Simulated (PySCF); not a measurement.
# Static response to an electric field

Compound: WO2F2 (singlet state).
Geometry (PBE0-D3(BJ)/def2-SVP, Å), atoms numbered from 1 in this order:
```
atom  x, y, z in Å
W1    -0.013    0.000   -0.006
O2     0.027   -0.017    1.686
O3     1.603    0.013   -0.506
F4    -0.817    1.577   -0.570
F5    -0.801   -1.573   -0.604
```

Level: CAM-B3LYP/def2-SVPD (PySCF), static field, nuclei fixed, core orbitals frozen in the response. The polarisability tensor in these axes (au):

```
x   42.19  0.05 -2.64
y    0.05 37.24 -0.08
z   -2.64 -0.08 44.04
```

Q: Diagonalise the tensor; give its mean and Δα, where Δα² is half the sum of the squared differences of the eigenvalues.

A: Principal values 37.24, 40.32 and 45.91 au; mean 41.16 au = 6.10 Å³ = 6.79 × 10⁻⁴⁰ C²·m²/J; Δα = 7.61 au (18 % of the mean).

Q: What is the dipole moment, and where does it point?

A: (-1.41, 0.00, -1.00) D, 1.73 D in size, pointing from the negative to the positive side. Measured along this direction, the outermost atoms are O3 and O2 at the negative end and F5 and F4 at the positive end.

Q: Find the Langevin capture rate constant for O2+ (31.990 u) meeting this molecule (253.938 u), k = 2.342 × 10⁻⁹ cm³/s × √(α in Å³ / reduced mass in u).

A: The reduced mass is 28.41 u, so k = 1.09 × 10⁻⁹ cm³/s. The formula leaves out the permanent dipole, which adds to the capture rate.

Q: In TDDFT the mean static polarisability is Σ f/ω² over all singlet excitations (ω in hartree). How much of it do the 10 lowest give? Their energies (eV) and oscillator strengths: 5.47, 0.0009; 5.49, 0.0074; 6.30, 0.0065; 6.54, 0.0000; 6.74, 0.0019; 6.76, 0.0000; 6.85, 0.0000; 6.91, 0.0028; 7.42, 0.0012; 7.66, 0.0047.

A: They add up to 0.48 au, 1.2 % of the 41.16 au; the largest single term is 0.18 au, from the state at 5.49 eV. Terms in order: 0.02, 0.18, 0.12, 0.00, 0.03, 0.00, 0.00, 0.04, 0.02, 0.06 au. Higher excitations give the rest. The strengths listed sum to 0.026.

Q: What depolarisation ratio follows for Rayleigh scattering of linearly polarised light, taking the static tensor?

A: ρ = 3Δα²/(45ᾱ² + 4Δα²) = 173.9/(76226 + 231.9) = 0.00227.

Q: Give the principal axes and the span of the nuclei along them.

A: Largest value along (-0.58, -0.01, 0.82), where the nuclei span 2.70 Å; middle along (0.82, 0.00, 0.58), 2.01 Å; least along (0.00, 1.00, 0.01), 3.15 Å. The strongest response doesn't lie along the longest of the three spans.

Isolated species at its PBE0-D3(BJ)/def2-SVP geometry, gas phase. Atoms past krypton carry effective core potentials; spin–orbit coupling is left out.

The run behind these numbers computed excited states and ΔSCF ions as well. The run took 52 s of wall time on one thread of an Arm Neoverse V2 (shared host).
